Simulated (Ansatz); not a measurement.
Total energies of C₂H₇BS (`CB(C)S`).

```xyz
11

C     0.2957    1.1940    0.5221
B    -0.0062   -0.3021    0.1678
C    -0.4250   -0.7275   -1.2825
S     0.1277   -1.6199    1.3805
H    -0.4155    1.8700    0.0372
H     1.2795    1.4513    0.1083
H     0.3225    1.4215    1.5892
H    -0.4663   -1.8041   -1.4565
H    -1.4190   -0.3164   -1.4977
H     0.2459   -0.2810   -2.0241
H     0.4607   -0.8858    2.4557
```

Charge 0, multiplicity 1. The geometry is a stationary point of PBE0-D4/def2-TZVP. It is one conformer, not always the lowest. Basis def2-TZVPP, Ansatz.

RPA on PBE orbitals: Hartree–Fock energy of these orbitals -502.08514 Eh, correlation -1.10457 Eh (frozen core).

```
             functional                                       kind  energy without D4 (Eh)  D4 term (kJ/mol)
            LDA (SPW92)                                        LDA              -501.13084                 –
                    PBE                                        GGA              -503.23138             -19.8
                 revPBE                                        GGA              -503.46005             -63.0
                   BLYP                                        GGA              -503.49465             -43.8
                 r2SCAN                                   meta-GGA              -503.47003              -4.9
                 B97M-V                         meta-GGA with VV10              -503.48280                 –
                   PBE0         global hybrid, 25 % exact exchange              -503.28979             -16.6
                  B3LYP                        global hybrid, 20 %              -503.59673             -31.8
                r2SCANh                      meta-GGA hybrid, 10 %              -503.46567              -5.2
                r2SCAN0                      meta-GGA hybrid, 25 %              -503.45990              -5.7
HSE06 (plane-wave form)                            screened hybrid              -503.27506             -15.4
                  BHLYP                        global hybrid, 50 %              -503.49933             -23.3
              CAM-B3LYP                     range-separated hybrid              -503.50902             -16.8
                LC-ωPBE                long-range corrected hybrid              -503.38348                 –
                ωB97X-V       range-separated hybrid GGA with VV10              -503.47760                 –
                ωB97M-V  range-separated hybrid meta-GGA with VV10              -503.47554                 –
                 B2PLYP                              double hybrid              -503.33143                 –
               PBE-QIDH                              double hybrid              -503.19013                 –
```

B3LYP takes the VWN-RPA correlation (the form of Gaussian; ORCA's B3LYP/G). HSE06 is the plane-wave form, built on full-range PBE exchange. The double hybrids freeze the cores in their second-order part.

LC-ωPBE has ω = 0.4 bohr⁻¹.
